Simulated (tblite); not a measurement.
C₆H₉FSi (charge +1 and doublet state).
SMILES: `C1[C@H](F)C[Si@@H]1[C]=[C+]C`

The geometry is computed with GFN2-xTB (gas phase). This method treats the open shell by occupation alone, without spin polarisation.

Take the most abundant isotopes and a rigid rotor. 

(1) Give the principal moments of inertia and the rotational constants in MHz.

(2) What kind of rotor is it?

(3) What does the inertial defect say?

(4) Give the other two planar moments, Paa and Pbb, and the rms extents of the mass along the axes.

Results:

(1) Ia = 170.16, Ib = 592.21, Ic = 675.88 u·Å²; 505379 MHz·u·Å²/I gives A = 2970, B = 853.4, C = 747.7 MHz.

(2) A near-prolate asymmetric top; Ray's κ = -0.905.

(3) Not planar: Δ = Ic − Ia − Ib = -86.49 u·Å². For a rigid frame Δ = −2 Σ m c², so Σ m c² = 43.24 u·Å² lies off the ab plane: 13.42 from hydrogen and 29.83 from heavier atoms. The atom farthest from that plane is 1.78 Å away.

(4) Paa = Σ m a² = (Ib + Ic − Ia)/2 = 548.97 and Pbb = Σ m b² = (Ia + Ic − Ib)/2 = 126.91 u·Å². With the mass M = 128.05 u, the rms extents √(P/M) along a, b and c are 2.07, 1.00, 0.58 Å.

For this open shell read J as N, the rotation without spin; fine and hyperfine splittings come on top. Its GFN2-xTB frequencies are all real (lowest 28 cm⁻¹). These are rigid-rotor constants of the computed structure; measured ground-state constants (B0) also hold zero-point vibration.
